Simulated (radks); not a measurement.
The numbers below are computed, except where a source is named.
Question: I III, configuration [Kr] 4d10 5s2 5p3. Level of theory: Dirac Kohn-Sham, Wu-Cohen GGA, spin-unpolarised, spherical densities, finite nucleus; open shells fill j = l - 1/2 first; Fermi nuclear charge, rms radius 4.75 fm (a radial shooting solver on a logarithmic mesh with Libxc functionals). Some entries of the table are withheld. Estimate them.

orbital  occ.  eigenvalue (eV)  <1/r> (bohr^-1)
1s1/2       2        -32974.41            56.82
2s1/2       2        -5110.078              (1)
2p1/2       2        -4796.860            13.25
2p3/2       4        -4498.085            12.22
3s1/2       2        -1047.364            4.728
3p1/2       2        -917.6949              (2)
3p3/2       4        -861.4842              (3)
3d3/2       4        -632.5898              (4)
3d5/2       6        -620.7688              (5)
4s1/2       2        -200.3411            1.903
4p1/2       2        -155.0619            1.792
4p3/2       4        -144.0737            1.709
4d3/2       4         -71.2233            1.457
4d5/2       6         -69.4996            1.436
5s1/2       2         -35.9046           0.6974
5p1/2       2         -25.2910              (6)
5p3/2       1         -23.9891              (7)

Answer: 
(1) 2s1/2 <1/r> (bohr^-1): 13.26
(2) 3p1/2 <1/r> (bohr^-1): 4.640
(3) 3p3/2 <1/r> (bohr^-1): 4.386
(4) 3d3/2 <1/r> (bohr^-1): 4.240
(5) 3d5/2 <1/r> (bohr^-1): 4.175
(6) 5p1/2 <1/r> (bohr^-1): 0.6012
(7) 5p3/2 <1/r> (bohr^-1): 0.5768
